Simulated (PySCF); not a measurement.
C₆H₅I, SMILES Ic1ccccc1, GFN2-xTB optimised geometry.

```
12

I     -1.71    -2.59     0.00
C     -0.67    -0.75     0.00
C     -1.39     0.43     0.00
C     -0.70     1.64     0.00
C      0.68     1.65     0.00
C      1.39     0.46     0.00
C      0.71    -0.75     0.00
H     -2.47     0.42     0.00
H     -1.26     2.56     0.00
H      1.21     2.59     0.00
H      2.47     0.47     0.00
H      1.26    -1.68     0.00
```

Density from PBE/def2-TZVP, def2 effective core potentials past Kr (PySCF) at that geometry. The core electrons that the potentials of I replace are not part of the density.

Minimum of the electron density along straight lines between bonded atoms, close to the bond critical point (lines longer than 1.1 times the sum of covalent radii, or with two minima, are not listed):

```json
[
 {"bond": "I1–C2", "length / Å": "2.120", "ρ at the minimum / e bohr⁻³": "0.124", "∇²ρ there / e bohr⁻⁵": "-0.05", "position (fraction from the first atom)": "0.53"},
 {"bond": "C2–C3", "length / Å": "1.383", "ρ at the minimum / e bohr⁻³": "0.319", "∇²ρ there / e bohr⁻⁵": "-0.91", "position (fraction from the first atom)": "0.51"},
 {"bond": "C3–C4", "length / Å": "1.385", "ρ at the minimum / e bohr⁻³": "0.317", "∇²ρ there / e bohr⁻⁵": "-0.90", "position (fraction from the first atom)": "0.50"},
 {"bond": "C4–C5", "length / Å": "1.385", "ρ at the minimum / e bohr⁻³": "0.319", "∇²ρ there / e bohr⁻⁵": "-0.92", "position (fraction from the first atom)": "0.50"},
 {"bond": "C5–C6", "length / Å": "1.385", "ρ at the minimum / e bohr⁻³": "0.318", "∇²ρ there / e bohr⁻⁵": "-0.92", "position (fraction from the first atom)": "0.50"},
 {"bond": "C2–C7", "length / Å": "1.383", "ρ at the minimum / e bohr⁻³": "0.319", "∇²ρ there / e bohr⁻⁵": "-0.91", "position (fraction from the first atom)": "0.51"},
 {"bond": "C6–C7", "length / Å": "1.385", "ρ at the minimum / e bohr⁻³": "0.317", "∇²ρ there / e bohr⁻⁵": "-0.90", "position (fraction from the first atom)": "0.50"},
 {"bond": "C3–H8", "length / Å": "1.079", "ρ at the minimum / e bohr⁻³": "0.287", "∇²ρ there / e bohr⁻⁵": "-1.01", "position (fraction from the first atom)": "0.65"},
 {"bond": "C4–H9", "length / Å": "1.080", "ρ at the minimum / e bohr⁻³": "0.286", "∇²ρ there / e bohr⁻⁵": "-1.00", "position (fraction from the first atom)": "0.64"},
 {"bond": "C5–H10", "length / Å": "1.080", "ρ at the minimum / e bohr⁻³": "0.286", "∇²ρ there / e bohr⁻⁵": "-1.00", "position (fraction from the first atom)": "0.64"},
 {"bond": "C6–H11", "length / Å": "1.080", "ρ at the minimum / e bohr⁻³": "0.286", "∇²ρ there / e bohr⁻⁵": "-1.00", "position (fraction from the first atom)": "0.64"},
 {"bond": "C7–H12", "length / Å": "1.079", "ρ at the minimum / e bohr⁻³": "0.287", "∇²ρ there / e bohr⁻⁵": "-1.01", "position (fraction from the first atom)": "0.65"}
]
```
